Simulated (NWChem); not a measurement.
Species: C2H6OSe; SMILES C([SeH])OC

```xyz
10

C     -0.7884     2.2350     0.0790
O      0.4491     1.7225    -0.3823
C      0.9047     0.6059     0.2991
Se    -0.0793    -1.1228    -0.0628
H     -0.9751     3.1547    -0.4794
H     -0.7493     2.4659     1.1553
H     -1.6063     1.5260    -0.1068
H      0.8975     0.7417     1.3879
H      1.9198     0.4068    -0.0455
H     -1.0813    -0.9451     1.0149
```
Atoms are numbered in this order, from 1.

Computed with NWChem. Structure relaxed at the B3LYP/6-31G* (spherical d) level. B3LYP is NWChem's, with the RPA form of VWN correlation. Total energies of different functionals are on different scales.

| level | energy (Ha) | highest occupied level (eV) | orbital gap (eV) | dipole (D) | relative time |
|---|---|---|---|---|---|
| PBE/def2-TZVP | -2556.0864 | -5.57 | 4.65 | 1.81 | 2 |
| B3LYP/def2-TZVP | -2556.6794 | -6.51 | 6.19 | 1.83 | 1 |
| TPSSh/def2-TZVP | -2556.5803 | -6.12 | 5.71 | 1.88 | 1 |
| BLYP/def2-TZVP | -2556.6159 | -5.41 | 4.55 | 1.76 | 1 |
| CAM-B3LYP/def2-TZVP | -2556.6894 | -8.07 | 9.01 | 1.87 | 10 |

The last column is a rough cost ratio, cheapest run = 1.
